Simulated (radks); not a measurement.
Spherical quantum dot in the effective-mass picture: electrons in a parabolic well V = omega^2 r^2 / 2 with omega = 0.27, all in effective atomic units (hartree* = m*/eps^2 hartree, bohr* = eps/m* bohr), one dielectric constant everywhere. Method: non-relativistic Kohn-Sham, r2SCAN, spin-polarised, spherical densities, generalised Kohn-Sham scheme; computed with a radial shooting solver with Libxc functionals. Levels are named by radial order and angular momentum (1s, 1p, 1d, 2s, ...), and open shells are averaged over m.

N = 5, configuration 1s2 1p(up 3, down 0). This is the lowest configuration that the search found. Occupied levels:

level    occupation  eigenvalue (hartree*)  <r> (bohr*)
1s up             1                 1.6036        2.978
1s down           1                 1.6683        2.761
1p up             3                 1.7594        3.522

Energy (hartree*): total 5.47404, kinetic 0.95409, external 2.1635, Hartree 3.4337, exchange-correlation -1.0773.
